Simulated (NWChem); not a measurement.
System: SnNH$_{3}$, singlet; SMILES [NH2][SnH]

Here is an NWChem input.

```
start job
memory heap 200 mb stack 900 mb global 1100 mb
geometry units angstroms noautoz
  Sn     0.027501    -0.323760     0.000000
  H     -1.761048    -0.375558     0.000000
  N      0.003365     1.703299     0.000000
  H     -0.829815     2.282990     0.000000
  H      0.845035     2.270788     0.000000
end
basis spherical
  Sn library def2-svp
  H library def2-svp
  N library def2-svp
end
ecp
  Sn library def2-ecp
end
dft
  xc xwpbe 1.00 cpbe96 1.0 hfexch 1.00
  cam 0.3 cam_alpha 0.0 cam_beta 1.0
  iterations 150
  vectors input atomic output neutral.movecs
end
task dft energy
charge 1
dft
  odft
  mult 2
  vectors input atomic output cation.movecs
end
task dft energy
```

Output (shortened):

```
             Northwest Computational Chemistry Package (NWChem) 7.3.0
             --------------------------------------------------------

 CS  symmetry detected

                             Geometry "geometry" -> ""
                             -------------------------

 Output coordinates in angstroms (scale by  1.889725989 to convert to a.u.)

  No.       Tag          Charge          X              Y              Z
 ---- ---------------- ---------- -------------- -------------- --------------
    1 Sn                  50.0000     0.03238154    -0.32240755     0.00000000
    2 H                    1.0000    -1.75630605    -0.36917579     0.00000000
    3 N                    7.0000     0.01394591     1.70471131     0.00000000
    4 H                    1.0000    -0.81760066     2.28674299     0.00000000
    5 H                    1.0000     0.85720841     2.26983121     0.00000000

 Effective nuclear repulsion energy (a.u.)     134.8225150793

      Symmetry information
      --------------------

 Group name             Cs
 Group number              2
 Group order               2
 No. of unique centers     5

 Summary of "ao basis" -> "ao basis" (spherical)
 ------------------------------------------------------------------------------
       Tag                 Description            Shells   Functions and Types
 ---------------- ------------------------------  ------  ---------------------
 Sn                         def2-svp                10       26   4s4p2d
 H                          def2-svp                 3        5   2s1p
 N                          def2-svp                 6       14   3s2p1d

      Symmetry analysis of basis
      --------------------------

        a'         40
        a"         15

            General Information
            -------------------
          SCF calculation type: DFT
          Wavefunction type:  closed shell.
          No. of atoms     :     5
          No. of electrons :    32
           Alpha electrons :    16
            Beta electrons :    16
          Charge           :     0
          Spin multiplicity:     1
          Use of symmetry is: on ; symmetry adaption is: on
          Maximum number of iterations: 150
          AO basis - number of functions:    55
                     number of shells:    25
          Convergence on energy requested:  1.00D-06
          Convergence on density requested:  1.00D-05
          Convergence on gradient requested:  5.00D-04

              XC Information
              --------------
                     Hartree-Fock (Exact) Exchange  1.000
                     LC-wPBE(h)Exchange Functional  1.000
            Perdew 1991 LDA Correlation Functional  1.000 local
           PerdewBurkeErnz. Correlation Functional  1.000 non-local

           Range-Separation Parameters
           ---------------------------
           Alpha           :  0.00
           Beta            :  1.00
           Gamma           :  0.30
           Short-Range HF  :     F

             Grid Information
             ----------------
          Grid used for XC integration:  medium
          Radial quadrature: Mura-Knowles
          Angular quadrature: Lebedev.
          Tag              B.-S. Rad. Rad. Pts. Rad. Cut. Ang. Pts.
          ---              ---------- --------- --------- ---------
          Sn                  1.45      123           9.0       590
          H                   0.35       45          10.0       434
          N                   0.65       49           8.0       434
          Grid pruning is: on
          Number of quadrature shells:   307
          Spatial weights used:  Erf1

      Superposition of Atomic Density Guess
      -------------------------------------

 Sum of atomic energies:        -304.83776162

      Non-variational initial energy
      ------------------------------

 Total energy =    -269.434478
 1-e energy   =    -579.352980
 2-e energy   =     245.386703
 HOMO         =      -0.237376
 LUMO         =      -0.050953

      Symmetry analysis of molecular orbitals - initial
      -------------------------------------------------

  Numbering of irreducible representations:

     1 a'          2 a"

  Orbital symmetries:

     1 a'          2 a'          3 a'          4 a'          5 a"
     6 a'          7 a'          8 a'          9 a"         10 a"
    11 a'         12 a'         13 a'         14 a'         15 a"
    16 a'         17 a"         18 a'         19 a'         20 a'
    21 a'         22 a'         23 a'         24 a"         25 a'
    26 a'

   convergence    iter        energy       DeltaE   RMS-Dens  Diis-err
 ---------------- ----- ----------------- --------- --------- ---------
 d= 0,ls=0.0,diis     1   -270.7298756944 -3.35D+02  1.50D-02  3.23D-01
 d= 0,ls=0.0,diis     2   -270.7281675049  1.71D-03  6.15D-03  4.20D-01
 d= 0,ls=0.0,diis     3   -270.7756359872 -4.75D-02  1.27D-03  5.56D-03
 d= 0,ls=0.0,diis     4   -270.7763808251 -7.45D-04  2.33D-04  5.72D-05
 d= 0,ls=0.0,diis     5   -270.7763937456 -1.29D-05  6.33D-05  4.53D-06
 d= 0,ls=0.0,diis     6   -270.7763947123 -9.67D-07  1.89D-05  3.24D-07
 d= 0,ls=0.0,diis     7   -270.7763947997 -8.74D-08  4.52D-06  1.57D-08

         Total DFT energy =     -270.776394799692
      One electron energy =     -581.360170853248
           Coulomb energy =      272.079751608119
    Exchange-Corr. energy =      -26.027774547663
 Nuclear repulsion energy =       64.531798993100

 Numeric. integr. density =       31.999984427955

                  Occupations of the irreducible representations
                  ----------------------------------------------

                     irrep           alpha         beta
                     --------     --------     --------
                     a'               12.0         12.0
                     a"                4.0          4.0

                       DFT Final Molecular Orbital Analysis
                       ------------------------------------

[...]
```

Level: LC-wPBE (HJS exchange hole, range parameter 0.3 per bohr)/def2-SVP with def2 effective core potentials on Sn, vertical spin-unrestricted ions. Low-valent species are run as closed-shell singlets; no triplet was tried in these runs. Geometry: optimised at PBE0/def2-SVP. def2 effective core potentials on Sn; no spin-orbit coupling.
